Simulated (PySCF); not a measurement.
The complex [Mn(OH)6]3- (charge -3) contains Mn(III), shell d4. The structure is a PBE0-D3(BJ)/def2-SVP, IEF-PCM water geometry optimised for multiplicity 5; coordination octahedral, point group Ci, metal–donor distances 1.95–2.32 Å.

```
13

Mn    0.0000    0.0000    0.0000
O     0.1488    0.2711    2.2988
H     1.0702    0.1786    2.0186
O    -0.1488   -0.2711   -2.2988
H    -1.0702   -0.1786   -2.0186
O     1.9591    0.0698    0.1260
H     1.9238    1.0365    0.1811
O    -1.9591   -0.0698   -0.1260
H    -1.9238   -1.0365   -0.1811
O     0.0692    1.9318    0.2275
H     0.0725    1.7099    1.1891
O    -0.0692   -1.9318   -0.2275
H    -0.0725   -1.7099   -1.1891
```

Method (PySCF 2.14, density fitting): CASSCF(4,5) with orbitals averaged over all microstates of the shell, strongly contracted NEVPT2 on the averaged canonical orbitals; basis x2c-TZVPall on the metal, x2c-SVPall elsewhere; spin-free X2C; IEF-PCM water; spin-orbit coupling by state interaction with the mean-field operator over all roots.

Task: What is the ground state?

Result: 5Ag (from 5Eg) (S = 2, orbital degeneracy 1), with 3.0 electrons in the lower (t2g-type) set and 1.0 in the upper (eg-type) set, by NEVPT2.

Task: List the excited states of the same spin.

Result: By NEVPT2: 5Ag (from 5Eg) at 15253 cm⁻¹ (656 nm); 5Ag (from 5T2g) at 22595 cm⁻¹ (443 nm); 5Ag (from 5T2g) at 24729 cm⁻¹ (404 nm); 5Ag (from 5T2g) at 26531 cm⁻¹ (377 nm). All are electric-dipole forbidden at this geometry.

Task: Which is the lowest state of another spin?

Result: 3Ag (from 3T1g) at 13349 cm⁻¹ by NEVPT2; CASSCF alone puts it at 17587 cm⁻¹ above the same ground state.

Task: What ligand-field parameters describe the result?

Result: At CASSCF level (the NEVPT2 levels don't fit a ligand-field model well): orbital energies 0, 953, 3285, 7562, 20188 cm⁻¹; 10Dq = 12463 cm⁻¹ (difference of the means of the two sets); B = 1085 cm⁻¹; C = 4089 cm⁻¹; B over its free-ion value at the same level 0.885; rms of the fit 251 cm⁻¹; ζ = 336 cm⁻¹ (free ion 363).

Task: What are the magnetic parameters?

Result: The ground multiplet follows a spin Hamiltonian with S = 2, g = 1.977, 1.996, 1.997, D = -3.23 cm⁻¹, E/|D| = 0.01 (spin-orbit part alone); the lowest levels hold 100 % of the spin-free ground state. μeff is 4.88 μB at 300 K and 4.75 μB at 10 K; the spin-only value is 4.90 μB.

NEVPT2 lifts 5Ag (from 5T2g) from 17870 to 22595 cm⁻¹; on the d shell alone it tends to overshoot states that fill the eg-type orbitals. NEVPT2 on the d shell alone tends to put d–d bands too high for such charged or covalently bound ions. Gaps between spin states lean to high spin in this active space.

The job took 15 s on one thread of Arm Neoverse V2 (shared host), with 162 basis functions and a peak of 0.71 GiB, launched as `OMP_NUM_THREADS=1 python lf_run.py task.json out`.
